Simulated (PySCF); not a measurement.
Ni(3+) (nickel, charge +3) across methods

[Ar] 3d7, high-spin 4F determinant. All numbers are calculated (PySCF 2.14, scalar relativity by spin-free X2C-1e, in dyall-acv2z (16s12p7d2f, 101 functions)).

```json
{"method": "LDA", "E (hartree)": "-1515.481", "mean ε 3p β (eV)": "-108.49", "mean ε 3d α (eV)": "-48.740", "mean ε 3d β (eV)": "-45.706", "Σ⟨r²⟩ (bohr²)": "13.05", "⟨S²⟩": "3.751"}
{"method": "BLYP", "E (hartree)": "-1518.390", "mean ε 3p β (eV)": "-108.21", "mean ε 3d α (eV)": "-48.360", "mean ε 3d β (eV)": "-45.785", "Σ⟨r²⟩ (bohr²)": "13.08", "⟨S²⟩": "3.751"}
{"method": "UHF", "E (hartree)": "-1517.05473", "mean ε 3p β (eV)": "-123.94", "mean ε 3d α (eV)": "-60.185", "mean ε 3d β (eV)": "-56.085", "Σ⟨r²⟩ (bohr²)": "12.76", "⟨S²⟩": "3.753"}
{"method": "r2SCAN", "E (hartree)": "-1518.286", "mean ε 3p β (eV)": "-109.54", "mean ε 3d α (eV)": "-48.958", "mean ε 3d β (eV)": "-46.077", "Σ⟨r²⟩ (bohr²)": "12.92", "⟨S²⟩": "3.751"}
{"method": "PBE", "E (hartree)": "-1518.046", "mean ε 3p β (eV)": "-108.33", "mean ε 3d α (eV)": "-48.453", "mean ε 3d β (eV)": "-45.715", "Σ⟨r²⟩ (bohr²)": "13.04", "⟨S²⟩": "3.751"}
{"method": "TPSS", "E (hartree)": "-1518.343", "mean ε 3p β (eV)": "-108.70", "mean ε 3d α (eV)": "-48.338", "mean ε 3d β (eV)": "-45.994", "Σ⟨r²⟩ (bohr²)": "13.01", "⟨S²⟩": "3.751"}
{"method": "B97-3", "E (hartree)": "-1518.169", "mean ε 3p β (eV)": "-112.92", "mean ε 3d α (eV)": "-51.706", "mean ε 3d β (eV)": "-48.745", "Σ⟨r²⟩ (bohr²)": "12.90", "⟨S²⟩": "3.751"}
{"method": "TPSSh", "E (hartree)": "-1518.330", "mean ε 3p β (eV)": "-110.37", "mean ε 3d α (eV)": "-49.609", "mean ε 3d β (eV)": "-47.111", "Σ⟨r²⟩ (bohr²)": "12.97", "⟨S²⟩": "3.751"}
```

Task: Estimate the same row for PBE0.

Result: E (hartree) = -1518.085; mean ε 3p β (eV) = -112.60; mean ε 3d α (eV) = -51.611; mean ε 3d β (eV) = -48.576; Σ⟨r²⟩ (bohr²) = 12.94; ⟨S²⟩ = 3.751.
